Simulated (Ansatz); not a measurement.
`[SiH3]C[SiH2][TeH]` + `N[SiH2]C=S` → `[SiH3]C[SiH2]C=S` + `N[SiH2][TeH]`  (redistribution)

Computed with Ansatz on PBE0-D4/def2-TZVP structures; ΔE is electronic, products minus reactants. CCSD(T)/CBS is the MP2 limit (def2-TZVPP, def2-QZVPP) plus CCSD(T) − MP2 in def2-TZVPP, frozen cores. def2 core potentials past Kr. For Te outer-core shells are correlated without core-valence functions, which leaves a few kJ/mol of doubt a bond. Each species was taken in one conformer, which may not be the lowest.

| species | CCSD(T)/CBS(def2) energy (Eh) |
| --- | --- |
| `[SiH3]C[SiH2][TeH]` | -888.77343 |
| `N[SiH2]C=S` | -782.61454 |
| `[SiH3]C[SiH2]C=S` | -1056.82930 |
| `N[SiH2][TeH]` | -614.55865 |

**Question.** Work out ΔE.

**Answer.** ΔE = (-1056.82930) + (-614.55865) − (-888.77343) − (-782.61454) = 0.00002 Eh = +0.1 kJ/mol.

Largest T1 diagnostic among the species: 0.014.
